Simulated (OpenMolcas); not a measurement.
Computed levels of Re4+

```yaml
Program: OpenMolcas 26.06
Method: CASSCF
Basis: ANO-RCC-VQZP [9s8p6d4f3g2h]
Scalar_Hamiltonian: DKH2, point nucleus
Active_space: 3 electrons in 5 orbitals (5d)
State_averaging: 2S+1 = 4 even, 10 roots; 2S+1 = 2 even, 40 roots
Spin-orbit_coupling: state interaction with AMFI integrals over the reference wave functions, term energies averaged over their components
```

Spin-free terms above the lowest, with the occupations of the reference:

```csv
Configuration,Term,E (cm-1),Occupations
5d3,4F,0.0,5d 3.00
5d3,4P,12686,5d 3.00
5d3,2G,13844,5d 3.00
5d3,2P,18038,5d 3.00
5d3,2H,18038,5d 3.00
5d3,2D(1),19797,5d 3.00
5d3,2F,30622,5d 3.00
5d3,2D(2),48556,5d 3.00
```

With spin-orbit coupling, above the lowest level:

| Configuration | Term | J | E (cm-1) | Measured (cm-1) | Term weight % | Second |
| --- | --- | --- | --- | --- | --- | --- |
| 5d3 | 4F | 3/2 | 0.0 | 0.0 | 89 | 9 2D(1) |
| 5d3 | 4F | 5/2 | 4585 | 4853 | 96 | 3 2D(1) |
| 5d3 | 4F | 7/2 | 8876 | 8973 | 92 | 7 2G |
| 5d3 | 4F | 9/2 | 12331 | 11914 | 75 | 21 2G |
| 5d3 | 4P | 3/2 | 15267 |  | 54 | 31 2P |
| 5d3 | 4P | 1/2 | 17056 | 14325 | 77 | 23 2P |
| 5d3 | 2G | 7/2 | 21258 | 19013 | 90 | 7 4F |
| 5d3 | 2H | 9/2 | 21892 | 19967 | 57 | 24 2G |
| 5d3 | 4P | 5/2 | 23139 | 20922 | 93 | 5 2D(1) |
| 5d3 | 2D(1) | 3/2 | 26320 |  | 49 | 37 4P |
| 5d3 | 2P | 1/2 | 27953 | 23669 | 77 | 23 4P |
| 5d3 | 2H | 11/2 | 29747 | 27077 | 100 |  |
| 5d3 | 2D(1) | 5/2 | 32704 | 28739 | 90 | 4 4P |
| 5d3 | 2G | 9/2 | 32804 | 30366 | 55 | 39 2H |
| 5d3 | 2P | 3/2 | 37335 | 32766 | 58 | 30 2D(1) |
| 5d3 | 2F | 5/2 | 40222 | 34162 | 90 | 9 2D(2) |
| 5d3 | 2F | 7/2 | 40336 | 34625 | 97 | 3 2G |
| 5d3 | 2D(2) | 5/2 | 60423 | 52467 | 88 | 8 2F |
| 5d3 | 2D(2) | 3/2 | 60425 |  | 98 |  |

Against the 15 measured excited levels shown (the list in Brasseur, Gamrath and Quinet, At. Data Nucl. Data Tables 157, 101636 (2024)) the mean absolute deviation is 3200 cm-1; the largest miss in energy is 5d3 2D 5/2(2): computed 60423, measured 52467 cm-1 (+15.2 %), and the largest in proportion 5d3 4P 1/2 (+19.1 %).

Spin-orbit coupling puts the lowest level 9884 cm-1 below the lowest spin-free term.

A least-squares Racah fit to the terms below 60000 cm-1, each weighted by 2L + 1 and with a free common offset, gives B = 839 cm-1 and C = 3473 cm-1 (C/B = 4.14), with an rms deviation of 29 cm-1.

For 4F the intervals divided by the larger J are 1834.1, 1225.9, 767.8 cm-1. Landé's interval rule makes them equal in pure LS coupling; they differ by 84 % of their mean. The multiplet is regular.

Without dynamic correlation excited terms often stand tens of per cent too high (terms of higher spin than the ground term too low), and those without a measured partner can miss by more than the paired ones. Computed and measured levels are paired by configuration, term and J; levels that our copy of the source lacks, or whose pairing is in doubt (as where it misses far off the trend of its configuration), stay unpaired and out of the deviations. Only configurations of the active space appear.

The term weight is that of the spin-free term in the level, not the purity of its configuration. A number in round brackets counts repeated terms of one configuration in the order of the reference energies.
